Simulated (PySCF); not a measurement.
FSnN + HF → HSnN + F₂

Level: PBE0 in the def2-TZVP basis family, computed in PySCF with density fitting; scalar-relativistic core potentials for atoms from Rb on, none lighter, no spin–orbit coupling; open shells unrestricted.

```csv
species,state and structure,E (Eh),ZPE (kJ/mol),H(298 K) − H(0) (kJ/mol),S° (J/(mol K))
FSnN,"singlet, C∞v, Sn–F 1.906 Å, Sn–N 1.822 Å; F–Sn–N 180.0°",-368.68920,9.9,13.2,273.4
HF,"singlet, C∞v, H–F 0.920 Å",-100.39188,24.9,8.7,173.6
HSnN,"singlet, C∞v, Sn–H 1.682 Å, Sn–N 1.809 Å; H–Sn–N 180.0°",-269.46512,20.9,10.9,242.1
F₂,"singlet, D∞h, F–F 1.376 Å",-199.40856,6.6,8.7,201.9
```

Question: What is the electronic reaction energy?

Answer: At PBE0/def2-TZVP, ΔE = 544.5 kJ/mol from the differences of the total energies times 2625.5, uphill. 

Question: Add zero-point, thermal and entropy terms for 298.15 K and 1 bar.

Answer: ΔZPE = -7.3 and Δ[H(298) − H(0)] = -2.3 kJ/mol give ΔH° = 534.9 kJ/mol. ΔS° = -3.0 J/(mol K), so ΔG° = 534.9 − 298.15 × (-0.0030) = 536 kJ/mol.

Only the bonding shown was studied: isomers, or loss of a ligand pair, can lie lower.
